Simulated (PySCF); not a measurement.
Species: C8H7ClF2.
Numbering: `[F:1][CH:2]([F:3])[C:4]1=[CH:5][C@@H:6]2[CH:7]=[CH:8][C@@:9]1([Cl:10])[CH2:11]2`

Probes without a nucleus sit at each ring's centroid and 1 Å off its mean plane on both sides; NICS is minus the shielding there, NICSzz its component along the normal. Level: GIAO PBE0/pcSseg-1 (PySCF, non-relativistic, gas phase) on the GFN2-xTB geometry, one conformer.

Ring bond lengths (Å), with Mayer bond orders in brackets: C4–C5 1.330 (1.82), C5–C6 1.519 (0.97), C6–C11 1.542 (0.94), C11–C9 1.538 (0.93), C9–C4 1.528 (0.86); C6–C7 1.524 (0.95), C7–C8 1.324 (1.85), C8–C9 1.522 (0.91), C9–C11 1.538 (0.93), C11–C6 1.542 (0.94).

Q: Give the NICS values of each ring in ppm.

A: 
```tsv
ring	type	NICS(0)	NICS(1), two faces	NICS(1)zz, two faces	rms pucker (Å)	centre to ring atoms, mean (Å)
C4–C5–C6–C11–C9	5-membered carbocycle; formal bonds 1 double, 4 single	-2.6	-3.4 / -3.9	-5.8 / -1.6	0.27	1.22
C6–C7–C8–C9–C11	5-membered carbocycle; formal bonds 1 double, 4 single	-2.1	-3.4 / -3.5	-7.4 / -2.5	0.27	1.22
```

Q: What can be read from them?

A: 
- C4–C5–C6–C11–C9: mean NICS(1)zz -3.7 ppm, shielded. C6, C9, C11 have four or more neighbours, and the NICS criterion for π rings isn't applied. The two faces differ by 4.2 ppm, so no symmetry operation interchanges them.
- C6–C7–C8–C9–C11: mean NICS(1)zz -4.9 ppm, shielded. C6, C9, C11 have four or more neighbours, and the NICS criterion for π rings isn't applied. The two faces differ by 4.9 ppm, so no symmetry operation interchanges them.

Q: At the first NICS(1) probe listed for ring C6–C7–C8–C9–C11, 1 Å off the ring, what do the in-plane components average?

A: The isotropic value is a third of the trace: (3 × -3.4 − (-7.4))/2 = -1.4 ppm.

Q: List the ring angles and the Hirshfeld charges of the ring atoms.

A: 
- C4–C5–C6–C11–C9: C4 106.4° (-0.037 e), C5 107.3° (-0.033 e), C6 99.1° (-0.020 e), C11 91.8° (-0.068 e), C9 99.1° (+0.042 e); sum 503.8° against 540° for a flat convex ring.
- C6–C7–C8–C9–C11: C6 98.9° (-0.020 e), C7 107.5° (-0.044 e), C8 106.4° (-0.058 e), C9 99.6° (+0.042 e), C11 91.8° (-0.068 e); sum 504.2° against 540° for a flat convex ring.

Q: What are the shieldings of the ring atoms and their hydrogens in the same run (means over atoms taken as equivalent)?

A: 
| atoms | environment | σ isotropic (ppm) | principal values of the symmetric part, first atom (ppm) |
| --- | --- | --- | --- |
| C4 | fully substituted alkene carbon | 25.5 | -90.4, 39.4, 127.6 |
| C5 | alkene CH carbon | 32.3 | -89.6, 33.7, 153.0 |
| C6 | sp3 carbon at a ring junction | 135.3 | 124.2, 131.5, 150.3 |
| C7 | alkene CH carbon | 34.9 | -93.2, 47.5, 150.3 |
| C8 | alkene CH carbon | 29.1 | -93.4, 48.1, 132.7 |
| C9 | sp3 C–Cl carbon | 104.5 | 88.0, 100.7, 124.9 |
| C11 | ring CH2 carbon | 97.0 | 74.3, 96.7, 120.1 |
| H on C5 | vinylic hydrogen | 24.18 | 21.5, 23.4, 27.6 |
| H on C6 | methine hydrogen | 28.19 | 24.7, 25.9, 34.0 |
| H on C7 | vinylic hydrogen | 24.60 | 23.0, 24.4, 26.3 |
| H on C8 | vinylic hydrogen | 24.55 | 21.4, 24.6, 27.6 |
| H on C11 | methylene hydrogen | 29.18 | 25.9, 27.8, 33.9 |
| H on C11 | methylene hydrogen | 29.13 | 25.4, 27.8, 34.2 |
